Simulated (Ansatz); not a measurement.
Cost and result up the ladder for Sn19H29 (48 atoms). Total charge 0; doublet. Geometry: PBE-D4/def2-SVP.

```xyz
48

Sn    1.656    4.112   -1.716
Sn    2.178    4.553    2.818
Sn    4.528    1.338    0.549
Sn    0.696   -0.326   -1.283
Sn    1.093    0.062    3.353
Sn   -0.042   -3.724   -4.511
Sn   -0.153   -4.067    0.127
Sn   -1.786    2.842    1.084
Sn   -3.228   -1.495    2.263
Sn   -3.187   -1.136   -2.264
Sn    3.497    3.952    0.405
Sn   -0.462    2.263   -1.338
Sn   -1.496   -1.319   -4.511
Sn    0.090    2.696    3.190
Sn    2.437   -0.537    0.948
Sn   -2.703   -2.904   -0.130
Sn   -1.038   -1.656    4.035
Sn    1.462   -4.177   -2.180
Sn   -3.968    1.174    1.725
H     1.004    5.723   -1.823
H     2.446    3.780   -3.229
H     1.541    6.169    2.768
H     3.293    4.477    4.149
H     5.381    0.944   -0.913
H     5.670    1.215    1.857
H     1.754   -0.379   -2.690
H     2.269    0.008    4.642
H     0.977   -3.814   -5.912
H    -1.193   -5.019   -4.638
H     0.670   -3.181    1.376
H    -0.372   -5.682    0.743
H    -2.367    4.485    0.987
H    -4.585   -2.244    3.065
H    -3.109    0.470   -1.602
H    -4.836   -1.369   -2.776
H     4.801    5.075    0.127
H    -1.548    2.422   -2.690
H    -0.430    0.047   -4.557
H    -2.477   -1.247   -5.947
H    -0.744    3.050    4.681
H     3.155   -2.122    1.018
H    -0.502   -3.306    4.146
H    -1.582   -1.194    5.622
H     2.755   -3.030   -2.047
H     2.189   -5.755   -2.268
H    -5.168    1.201    0.468
H    -4.717    1.833    3.152
H    -3.850   -4.210   -0.274
```

Ansatz on 4 threads of AMD EPYC 7R13 on a shared host and a share (37 GiB) of an NVIDIA H100 80GB HBM3. Times are rough, and most runs start from the orbitals of an earlier one. PBE0-D4/def2-SVP serves as the yardstick here, not as an exact answer. Differences are given only for rows in sets of like size (and for xTB, whose basis is part of the method), since another set adds its own error. Binding counts from free atoms at the same level (Sn triplet, H doublet; other spins of the atoms weren't run), without zero-point energy or a counterpoise term.

In the def2 sets Sn takes a core potential; there is no spin–orbit coupling. Single mean-field runs in def2-SVP, def2-mTZVP are fitted with def2-universal-jkfit.

```csv
level,functions,wall time,binding energy per atom (eV),difference from PBE0-D4/def2-SVP (eV)
r2SCAN-D4/def2-SVP,639,13 s,2.40,0.01
r2SCAN-D4/def2-mTZVP,771,14 s,2.38,–
PBE-D4/def2-SVP (with forces),639,14 s,2.40,0.01
PBE0-D4/def2-SVP,639,23 s,2.40,0.00
```
